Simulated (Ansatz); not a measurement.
Reaction (hydrogenolysis of the Si–F bond): `C[SiH](F)BS` + H₂ → `C[SiH2]BS` + H–F

Computed with Ansatz on PBE0-D4/def2-TZVP structures; ΔE is electronic, products minus reactants. CCSD(T)/CBS adds triple-zeta CCSD(T) − MP2 to the extrapolated MP2 energy (def2 sets, frozen cores). This one scheme is used for every species. Functionals use def2-TZVPP. HSE06 is defined as in plane-wave codes. Each species was taken in one conformer, which may not be the lowest.

Task: Is it downhill or uphill in electronic energy at CCSD(T)/CBS, and by how much? (An estimate is asked.)

Result: The calculation gave: Uphill: ΔE = +110.9 kJ/mol.

Task: What do these levels give: HSE06-D4, BHLYP-D4, r2SCANh, CAM-B3LYP, HF/def2-QZVPP, HF/CBS(def2)? (An estimate is asked.)

Result: The calculation gave: HSE06-D4 103.7, BHLYP-D4 117.1, r2SCANh 115.9, CAM-B3LYP 116.0, HF/def2-QZVPP 114.3, HF/CBS(def2) 114.6 kJ/mol.

Task: What do rigid-rotor, harmonic-oscillator terms from PBE0-D4/def2-TZVP frequencies (298.15 K, 1 bar) make of the CCSD(T)/CBS value? (Estimate.)

Result: The calculation gave: ΔZPE = +11.7 kJ/mol, ΔH = +120.5 kJ/mol, ΔS = 19 J/(mol·K), ΔG = +114.9 kJ/mol. Modes under 50 cm⁻¹ make the entropy rough.

Largest T1 diagnostic among the species: 0.014.

At CCSD(T), def2-SVP lies −13.1 kJ/mol from the extrapolated value and def2-TZVPP −2.2 kJ/mol. From r2SCAN to r2SCAN0 (25 % exact exchange), in def2-TZVPP and without D4, ΔE moves by −4.5 kJ/mol. Leaving LDA and LC-ωPBE aside and taking each functional with its dispersion term where it has one, the values, not all of them listed here, spread over 14.7 kJ/mol, from HSE06-D4 to r2SCAN-D4.
